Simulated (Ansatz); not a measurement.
One change: `[GeH3][I]` becomes `[F][GeH3]`.

Ansatz, PBE0-D4/def2-TZVP geometries, multiplicity 1. 

Elements past krypton have def2 core potentials. Scalar relativity is left out up to krypton.

| property | `[GeH3][I]` |
| --- | --- |
| HOMO–LUMO gap (ωB97M-V/def2-TZVPP) / eV | 10.47 |
| size of the dipole moment (PBE/def2-TZVPP) / D | 1.48 |
| LUMO energy (PBE0/def2-TZVPP) / eV | -1.06 |
| LUMO energy (ωB97M-V/def2-TZVPP) / eV | 0.76 |
| HOMO–LUMO gap (PBE0/def2-TZVPP) / eV | 6.52 |
| HOMO energy (PBE0/def2-TZVPP) / eV | -7.59 |

Q: What does the change do to each property? (An estimate is asked.)

A: The calculation gave: 
```csv
property,`[F][GeH3]`,shift
HOMO–LUMO gap (ωB97M-V/def2-TZVPP) / eV,13.69,3.22
size of the dipole moment (PBE/def2-TZVPP) / D,1.98,0.50
LUMO energy (PBE0/def2-TZVPP) / eV,-0.14,0.92
LUMO energy (ωB97M-V/def2-TZVPP) / eV,1.72,0.96
HOMO–LUMO gap (PBE0/def2-TZVPP) / eV,9.55,3.03
HOMO energy (PBE0/def2-TZVPP) / eV,-9.69,-2.10
```

With PBE0 the HOMO falls by 2.10 eV and the LUMO rises by 0.92 eV, so the gap widens by about 3.02 eV. PBE moves the HOMO by -1.69 eV and ωB97M-V by -2.27 eV. Dipoles are sizes alone; their direction can turn.

Spin–orbit coupling is left out; it splits and shifts lone-pair levels of the heavy atoms by tenths of an eV.
